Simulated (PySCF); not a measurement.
**From orbital energies to excitation energies**

Species: C7H7N.
Structure used (PBE0-D3(BJ)/def2-SVP), in Å, numbered top down from 1:
```xyz
15
C7H7N angstrom
C      3.2944    0.4188   -0.7114
C      2.2213   -0.0490   -0.0552
C      0.8552    0.2583   -0.4200
C     -0.2237   -0.2055    0.2448
C     -1.6089    0.0890   -0.1018
C     -2.6683   -0.3857    0.5866
C     -1.8423    0.9316   -1.2456
N     -2.0084    1.6096   -2.1706
H      3.1856    1.0744   -1.5807
H      4.3101    0.1627   -0.4018
H      2.3642   -0.7037    0.8125
H      0.7047    0.9081   -1.2908
H     -0.0866   -0.8544    1.1160
H     -3.6918   -0.1439    0.2967
H     -2.5158   -1.0281    1.4571
```

The calculation used TDDFT CAM-B3LYP/def2-SVPD, vertical, gas phase, core orbitals frozen in the response (PySCF).

Orbital energies (eV): HOMO-3 -11.26, HOMO-2 -11.24, HOMO-1 -10.01, HOMO -7.98, LUMO -1.16, LUMO+1 0.57, LUMO+2 1.30.

**Question.** Among the lowest singlets, which states do these configurations lead, and at what energies: HOMO-2→LUMO, HOMO→LUMO, HOMO→LUMO+2, HOMO-1→LUMO, HOMO→LUMO+1?

**Answer.** 

```csv
state,leading configuration,weight,Δε (eV),E (eV),E − Δε (eV),f,other configurations
S1,HOMO→LUMO,0.97,6.83,4.74,-2.08,0.888,–
S2,HOMO→LUMO+1,0.92,8.56,5.93,-2.63,0.142,–
S3,HOMO-1→LUMO,0.86,8.85,6.30,-2.55,0.068,–
S4,HOMO-2→LUMO,0.69,10.08,6.53,-3.55,0.0000,H-2→L+1 (20%)
S5,HOMO→LUMO+2,0.75,9.28,6.58,-2.70,0.0029,H→L+3 (20%)
```

E − Δε runs from -3.55 to -2.08 eV. By orbital difference alone the order would be S1, S2, S3, S5, S4. Δε is the difference of the two orbital energies.

H and L stand for HOMO and LUMO. The other states: S6 6.74 eV, f 0.0024, H→L+3 (51%), H→L+5 (12%), H→L+2 (10%).

Summed over the main configurations (up to three a state, each over 8%) of all 6 singlets, the electron leaves HOMO with weight 3.57, HOMO-2 with weight 0.89 and HOMO-1 with weight 0.86.

One conformer stands for the species.
